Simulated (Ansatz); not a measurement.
Computed with Ansatz on PBE0-D4/def2-TZVP structures; ΔE is electronic, products minus reactants. CCSD(T)/CBS adds triple-zeta CCSD(T) − MP2 to the extrapolated MP2 energy (def2 sets, frozen cores). This one scheme is used for every species. DFT in def2-TZVPP. B3LYP here is the variant with VWN-RPA as its local correlation; programs differ in this. Each species was taken in one conformer, which may not be the lowest.

`O[SiH](F)CF` + HCl → `FC[SiH](F)Cl` + H₂O  (ligand exchange at the Si–O bond)

`O[SiH](F)CF`:

Z-matrix (Å, degrees):
```
Si
F 1 1.595
C 1 1.885 2 107.6
O 1 1.626 2 111.0 3 -119.6
H 1 1.476 2 107.6 3 122.3
F 3 1.398 1 108.3 2 -80.6
H 3 1.095 1 111.4 2 160.8
H 3 1.094 1 112.9 2 39.1
H 4 0.960 1 117.1 2 80.4
```

HCl:

```xyz
2

Cl   -0.016   -0.420   -0.482
H     0.016    0.420    0.482
```

`FC[SiH](F)Cl`:

```xyz
8

F    -1.303    1.451    0.397
C    -0.475    0.745   -0.465
Si    0.364   -0.656    0.460
F     1.360   -0.058    1.544
Cl    1.446   -1.713   -0.909
H     0.266    1.433   -0.886
H    -1.078    0.354   -1.291
H    -0.579   -1.556    1.149
```

H₂O:

Cartesian coordinates in Å:
```
O 0.011 -0.380 0.082
H -0.647 0.085 -0.438
H 0.636 0.295 0.356
```

```csv
level,ΔE (kJ/mol),difference from CCSD(T)/CBS
PBE-D4,1.9,-5.2
r2SCAN-D4,7.9,0.8
PBE0-D4,2.9,-4.2
B3LYP-D4,9.9,2.8
ωB97X-V,9.4,2.3
ωB97M-V,8.9,1.8
B2PLYP,11.9,4.8
r2SCAN,8.2,1.1
PBE0,4.1,-3.0
B3LYP,12.2,5.1
HF/def2-TZVPP,16.2,9.1
MP2/def2-TZVPP,8.4,1.3
HF/def2-QZVPP,16.3,9.2
MP2/def2-QZVPP,5.4,-1.7
HF/CBS(def2),16.3,9.2
MP2/CBS(def2),3.0,-4.1
CCSD(T)/CBS,7.1,0
```

Largest T1 diagnostic among the species: 0.012.

In def2-TZVPP, CCSD(T) changes the Hartree–Fock value by −3.8 kJ/mol (the triples alone add −1.3 kJ/mol) and MP2 by −7.8 kJ/mol.

CCSD(T)/CBS has its own doubt, a few kJ/mol and more with outer-core shells, so smaller differences from it don't rank the levels.
